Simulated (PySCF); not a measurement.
# Working out the ionisation energy of Ni

Ni [Ar] 3d8 4s2 (3F) → Ni⁺ [Ar] 3d9 (2D). Calculation: PySCF 2.14, in def2-TZVPPD; no relativity, point nucleus. Frozen: [Ne]. Energies in hartree (1 hartree = 27.21139 eV):

```tsv
part	Ni (lower)	Ni⁺ (upper)
UHF	-1506.848393	-1506.564872
MP2 opposite-spin	-0.441924	-0.479352
MP2 same-spin	-0.209531	-0.239092
```

Question: What does Hartree-Fock give?

Answer: (-1506.564872) − (-1506.848393) = 0.283521 hartree = 7.715 eV.

Question: What do MP2 and SCS-MP2 (6/5 opposite-spin, 1/3 same-spin) give?

Answer: The opposite-spin parts differ by -1.018 eV and the same-spin parts by -0.804 eV. MP2: 7.715 + (-1.018) + (-0.804) = 5.893 eV. SCS-MP2: 7.715 + 1.2 × (-1.018) + (-0.804)/3 = 6.225 eV.

A first-order spin-orbit estimate adds 0.048 eV to MP2 (valence and next inner shell), giving 5.941 eV against 7.640 eV (measured; NIST Atomic Spectra Database, ionization energies).

The calculation is non-relativistic.

What remains against the reference includes basis incompleteness, the frozen core and correlation beyond second order.
